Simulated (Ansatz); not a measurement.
GeH2Me(OMe) (C2H8GeO). Charge 0, multiplicity 1. Geometry relaxed at PBE-D4/def2-SVP.

Cartesian coordinates in Å:
```
Ge 0.0921 -0.0813 0.7558
H -0.1599 -1.5501 1.2209
H 1.5090 0.3767 1.2248
C -1.3199 1.1395 1.3221
H -1.3845 1.1694 2.4274
H -2.2921 0.8024 0.9145
H -1.1086 2.1591 0.9468
O 0.0435 -0.0353 -1.0512
C 0.9612 -0.8277 -1.7713
H 2.0269 -0.5607 -1.5634
H 0.7852 -0.6705 -2.8572
H 0.8471 -1.9215 -1.5692
```

(1) Estimate the harmonic wavenumbers at RKS PBE-D4/def2-SVP (Ansatz, unscaled). Is this a minimum?

Answers

(1) 76, 92, 135, 140, 259, 447, 590, 612, 621, 707, 816, 823, 854, 1099, 1134, 1159, 1207, 1380, 1386, 1416, 1417, 1427, 2035, 2037, 2884, 2942, 2992, 3015, 3099, 3106 cm⁻¹. Yes, no mode is imaginary beyond noise. Zero-point energy 238.7 kJ/mol. It took 53 s on 4 threads of Arm Neoverse V1 on a shared host.
